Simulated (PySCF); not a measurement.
## Polarisability and C₆ of Tl⁻ (thallium, charge -1)

[Xe] 4f14 5d10 6s2 6p2, high-spin 3P determinant. Computed with PySCF 2.14 in def2-TZVPPD with the def2 core potential (60 electrons), with a scalar-relativistic core potential. Coupled (time-dependent) response in atomic units; α is the mean over directions.

```json
{"method": "UHF", "mean α (bohr³)": "334.0", "α xx, yy, zz": "163.4, 419.3, 419.2", "C₆ (like pair)": "5954", "S(−4)": "113000"}
```

S(−4) is the Cauchy moment in α(ω) = α(0) + S(−4) ω² + …

Spin-orbit coupling is absent.

α(iu) at UHF:

```csv
u (hartree),α(iu) (bohr³)
0,334.0
0.0500,205.1
0.100,117.6
0.200,54.47
0.300,32.95
0.500,17.16
0.750,10.26
1.00,7.170
1.50,4.301
2.00,2.937
3.00,1.640
5.00,0.7213
```

A single London oscillator, α(iu) = α/(1 + u²/ω²), gives C₆ = (3/4) ω α². Matching the computed C₆ needs ω = 4 × 5954 / (3 × 334.0²) = 0.0712 hartree.

For an ion, C₆ is the dispersion term alone; charge-induced terms of lower order in 1/R come first.

The components differ because the open shell of this determinant is not spherical; for a pure term their mean is the scalar polarisability.

Energies and moments cover only the electrons outside the core potential. Spin-orbit coupling is strong in this species (close to jj coupling), so the high-spin LS determinant is a model state, not a physical level. The outer electron is barely bound at this level, so radii and moments hang on the diffuse functions.
